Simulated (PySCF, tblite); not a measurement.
Isomers of C3H8NSSi (doublet state), one GFN2-xTB conformer each. Single-point energies are computed at B3LYP/pcH-1 (PySCF, gas phase, no added dispersion term), electronic only. GFN2-xTB treats the open shell by occupation alone, and not every SCF solution was tested for stability.

Task: Rank them by B3LYP/pcH-1 energy, lowest first (kcal/mol).
A. `[H]/[N:6]=[C:5]/[Si@@H:3]([CH2:2][CH3:1])[SH:4]` (doublet state) with C1–C2–Si3–S4 180°, C2–Si3–S4–H 18°, C2–Si3–C5–N6 131°
B. `[CH2:1]=[CH:2][CH2:3][N:4][SiH2:5][SH:6]` (doublet state) with C1–C2–C3–N4 -142°, C2–C3–N4–Si5 142°, C3–N4–Si5–S6 -98°, N4–Si5–S6–H -61°

Result: A (0.0), B (13.8).

As drawn, the lower has an N–H bond and an Si–C bond, which the higher lacks. GFN2-xTB itself gives, in the same order: 18.0, 0.0. GFN2-xTB puts C=CC[N][SiH2]S lowest instead.

Task: What happens when harmonic zero-point energies from GFN2-xTB frequencies are added?

Result: 
| SMILES | ZPE (kcal/mol) | electronic (kcal/mol) | with ZPE (kcal/mol) |
| --- | --- | --- | --- |
| [H]/N=[C]/[Si@H](S)CC | 63.0 | 0.0 | 0.0 |
| C=CC[N][SiH2]S | 61.0 | 13.8 | 11.8 |

The zero-point energies span 2.0 kcal/mol. The order is unchanged.

Task: As an exercise, what shares would exp(−E/RT) give at 2000 K from these electronic energies alone (no entropy, no degeneracies)?

Result: RT = 3.974 kcal/mol: [H]/N=[C]/[Si@H](S)CC 97.0 %, C=CC[N][SiH2]S 3.0 %.
